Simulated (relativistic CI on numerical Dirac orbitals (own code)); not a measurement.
Co²⁺: 2p photoemission

Computed with this model: Dirac-Coulomb-Breit CI, KLI orbitals optimised for each configuration, a model potential for QED, valence Slater integrals scaled by 0.8, multiplet model of photoemission in the sudden approximation; configurations [Ar] 3d7 → [He] 2s2 2p5 3s2 3p6 3d7; 300 K; Lorentzian 0.5 eV and Gaussian 0.6 eV FWHM. Energies are those of the free ion, without screening or charge transfer. The energies are binding energies and can lie tens of eV above those of solids. S is read from ⟨S²⟩ = S(S + 1).

Field parameters in Wybourne normalisation: D3d B²₀ = −7Dσ, B⁴₀ = −14Dq − 21Dτ, B⁴₃ = −14√(10/7) Dq; D4h B²₀ = −7Ds, B⁴₀ = 21(Dq − Dt), B⁴₄ = 21√(5/14) Dq; Oh B⁴₀ = 21Dq, B⁴₄ = √(5/14) B⁴₀. The field is a parameter set, without covalency.

Computed curve for D4h, 10Dq = 12600, Ds = 1950, Dt = 1170 cm⁻¹, scaled to 100 at the maximum (points under 2 are left out and the grid is thinned):

| Energy (eV) | Intensity |
| --- | --- |
| 809.4 | 2.0 |
| 809.9 | 2.8 |
| 810.4 | 4.3 |
| 810.9 | 7.8 |
| 811.4 | 20.6 |
| 811.9 | 72.3 |
| 812.4 | 94.1 |
| 812.8 | 58.8 |
| 813.3 | 58.6 |
| 813.8 | 91.7 |
| 814.3 | 79.0 |
| 814.8 | 47.2 |
| 815.3 | 36.4 |
| 815.8 | 32.0 |
| 816.3 | 24.6 |
| 816.8 | 20.8 |
| 817.3 | 21.0 |
| 817.8 | 26.0 |
| 818.3 | 23.6 |
| 818.8 | 12.4 |
| 819.2 | 8.0 |
| 819.7 | 6.1 |
| 820.2 | 5.4 |
| 820.7 | 3.2 |
| 826.5 | 2.2 |
| 827.0 | 3.4 |
| 827.5 | 6.5 |
| 828.0 | 18.6 |
| 828.5 | 45.4 |
| 829.0 | 65.6 |
| 829.5 | 83.0 |
| 830.0 | 46.6 |
| 830.5 | 27.0 |
| 830.9 | 22.1 |
| 831.4 | 16.6 |
| 831.9 | 11.2 |
| 832.4 | 6.3 |
| 832.9 | 4.3 |
| 833.4 | 3.6 |
| 833.9 | 2.1 |

The ground state has S = 1.50, and the centroid lies at 819.33 eV.
